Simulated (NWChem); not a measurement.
CH₃Zn cation; SMILES [CH3][Zn+]

```xyz
5

Zn     0.0000     0.0000    -0.4610
C      0.0000     0.0000     1.5084
H      0.7492     0.7492     1.7983
H      0.2742    -1.0234     1.7983
H     -1.0234     0.2742     1.7983
```
Atoms are numbered in this order, from 1.

Computed with NWChem. Pople sets run with spherical d functions. Structure relaxed at the PBE0/def2-SVP level. B3LYP is NWChem's, with the RPA form of VWN correlation. GIAO values for the isolated, static molecule; σ is the absolute isotropic shielding, δ = σ(reference) − σ with the isolated reference molecule computed at the same levels (13C: tetramethylsilane, 1H: tetramethylsilane).

```
level                                 σ Zn1 (ppm)  δ C2 (ppm)  δ H3 (ppm)
------------------------------------  -----------  ----------  ----------
BHandHLYP/pcSseg-1                         2337.1        31.6        3.46
LDA (Slater exchange, VWN5)/pcSseg-1            ?           ?           ?
B3LYP/6-31G*                               2435.0        34.9        3.52
```

Q: Fill in the missing entries.

A: 
- LDA (Slater exchange, VWN5)/pcSseg-1, σ Zn1 (ppm): 2353.6
- LDA (Slater exchange, VWN5)/pcSseg-1, δ C2 (ppm): 50.2
- LDA (Slater exchange, VWN5)/pcSseg-1, δ H3 (ppm): 4.15
